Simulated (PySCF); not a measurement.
## Two-photon absorption: `CC(F)=C=C=C=CF`, C6H4F2

Molfile (atoms numbered from 1):
```
C6H4F2
     RDKit          3D

 12 11  0  0  0  0  0  0  0  0999 V2000
   -2.4050   -0.4020   -0.9935 C   0  0  0  0  0  0  0  0  0  0  0  0
   -1.6408   -0.3947    0.2784 C   0  0  0  0  0  0  0  0  0  0  0  0
   -2.3892   -0.7198    1.3369 F   0  0  0  0  0  0  0  0  0  0  0  0
   -0.3587   -0.1146    0.4337 C   0  0  0  0  0  0  0  0  0  0  0  0
    0.8886    0.1498    0.5353 C   0  0  0  0  0  0  0  0  0  0  0  0
    2.1402    0.4104    0.6320 C   0  0  0  0  0  0  0  0  0  0  0  0
    3.4126    0.7299    0.7305 C   0  0  0  0  0  0  0  0  0  0  0  0
    4.3977   -0.1571    0.6255 F   0  0  0  0  0  0  0  0  0  0  0  0
   -3.2501    0.3024   -0.9275 H   0  0  0  0  0  0  0  0  0  0  0  0
   -1.7657   -0.1248   -1.8397 H   0  0  0  0  0  0  0  0  0  0  0  0
   -2.8266   -1.4050   -1.1702 H   0  0  0  0  0  0  0  0  0  0  0  0
    3.7809    1.7472    0.9043 H   0  0  0  0  0  0  0  0  0  0  0  0
  1  2  1  0
  2  3  1  0
  2  4  2  0
  4  5  2  0
  5  6  2  0
  6  7  2  0
  7  8  1  0
  1  9  1  0
  1 10  1  0
  1 11  1  0
  7 12  1  0
M  END
```

Level of theory: PySCF 2.14.0, TDDFT CAM-B3LYP/aug-cc-pVDZ excited states, vertical, gas phase. Geometry: PBE0-D3(BJ)/def2-SVP.

(1) How strongly do the lowest singlets absorb one photon, and two photons of half the energy?

Results:

(1) δ for parallel linear polarisation; σ at the peak of a Lorentzian of half width 0.1 eV, single beam; Ω is circular over linear.
```
state  E (eV)      f  photon λ (nm)  δ (au)  σ (GM)     Ω                                    main
   S1    3.64  0.000            681    0.43    0.00  1.46      HOMO→LUMO+1 0.80, HOMO−1→LUMO 0.13
   S2    3.82  0.000            649    0.24    0.00  1.29      HOMO−1→LUMO 0.79, HOMO→LUMO+1 0.11
   S3    4.70  0.012            528    38.8    0.31  0.47      HOMO→LUMO 0.52, HOMO−1→LUMO+1 0.43
   S4    5.98  1.513            414      41    0.54  0.52      HOMO−1→LUMO+1 0.33, HOMO→LUMO 0.27
   S5    6.05  0.719            410    1.52    0.02  0.89    HOMO→LUMO+2 0.57, HOMO−1→LUMO+1 0.14
   S6    6.23  0.004            398     104    1.48  1.50  HOMO−1→LUMO+2 0.53, HOMO−1→LUMO+3 0.32
```

Among these, the strongest one-photon state is S4, the strongest two-photon state S6, with a dipole change of 3.9 D (relaxed, norm of the difference vector).
